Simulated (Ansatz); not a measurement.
Question: Predict a relaxed structure of Cs3Cl3, charge 0, singlet, at PBE0-D4/def2-SVP (Ansatz).

Answer: 
```xyz
6

Cs    2.563    1.084   -1.937
Cs    0.562   -1.608    1.492
Cs   -1.986    1.006   -0.413
Cl    0.277   -1.097   -1.848
Cl    1.106    1.684    0.801
Cl   -2.521   -1.069    1.905
```
Point group C2v (tolerance 0.1 Å). This is one stationary point.

In the def2 sets Cs takes a core potential; there is no spin–orbit coupling. The structure comes from a short search, and lower isomers may exist.
